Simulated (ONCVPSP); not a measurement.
V, ONCV: configuration errors across variants

ONCVPSP 4.0.1 input, shortened (lines: element, Z, core and valence counts, functional; n l f; lmax; l rc ep ncon nbas qcut; lloc lpopt rc5 dvloc0; l nproj debl; icmod fcfact rcfact), PBE, scalar-relativistic:

```
  V 23.00    3    4        4      upf
    1    0    2.00
    2    0    2.00
    2    1    6.00
    3    0    2.00
    3    1    6.00
    3    2    3.00
    4    0    2.00
    3
    0    1.35    0.00    5   10   10.30
    1    1.45    0.00    4    7    8.20
    2    1.35    0.00    4    9   13.80
    3    1.25    0.07    4    9    7.80
    4    5    1.20    0.00
    0    2    1.40
    1    2    2.80
    2    2    3.80
    3    2    3.60
    3    5.25    1.05
```

All-electron excitation energies from the reference (eV): (1) 3s2 3p6 3d3 4s1 7.735; (2) 3s2 3p6 3d3 4s0 22.031; (3) 3s2 3p6 3d2 4s0 50.928; (4) 3s2 3p6 3d2 4s2 10.975.

Errors AE − PS in meV (a dash: test not solved or not reliable):

```csv
change,(1),(2),(3),(4),bound ghosts,GHOST(+) flags above zero
base,-0.3,-0.4,+6.5,+10,none,none
s: qcut 7.4,-0.3,-0.7,+4.8,+11,none,none
"core correction Teter function, fcfact 2.5, rcfact 1.15",-0.3,-0.4,+6.3,+10,none,none
s: qcut 9.6; p: qcut 7.6; d: qcut 12.8; f: qcut 7.2,-0.3,-0.5,+7.2,+12,none,none
"d: rc 0.88; local potential polynomial inside 0.88 bohr (lpopt 5, dvloc0 0 Ha)",-0.4,-0.7,+4.1,+7.4,none,none
s: rc 1.94,-0.4,-0.9,+3.3,+12,none,none
```

(1) Give the same row for: d: nbas 7.

Results:

(1) -0.3, -0.4, +6.8, +11; bound ghosts: none; GHOST(+) flags above zero: none.
